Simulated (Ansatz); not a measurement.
The cluster Mg₂Se⁺. Total charge 1; doublet. Geometry r2SCAN-D4/def2-TZVP; atoms count from 1.

```xyz
3

Mg   -0.267    1.698    1.209
Mg   -0.272   -1.963   -0.699
Se    0.539    0.265   -0.510
```

The structure comes from a short search, and lower isomers may exist.

(1) Estimate the Mulliken populations from the PBE0/def2-TZVP orbitals of Ansatz.

(2) Where does the spin sit?

(3) And the Mayer bond orders between bonded heavy atoms (over 0.3)?

## Answers

(1) 
```
atom  charge (e)  spin (α − β)
 Mg1        0.71          0.48
 Mg2        0.71          0.48
 Se3       -0.42          0.05
```
Mulliken values and Mayer orders depend strongly on the basis.

(2) Summed by element: Mg 0.95, Se 0.05, of 1 unpaired in all. Largest on single atoms: Mg1 0.48, Mg2 0.48, Se3 0.05.

(3) Mg1–Se3 1.06 (2.38 Å); Mg2–Se3 1.06 (2.38 Å). Values over 0.3 also appear between atoms too far apart for a bond (Mg1–Mg2 0.36 at 4.13 Å); they arise where an orbital or an unpaired electron spreads over both atoms.
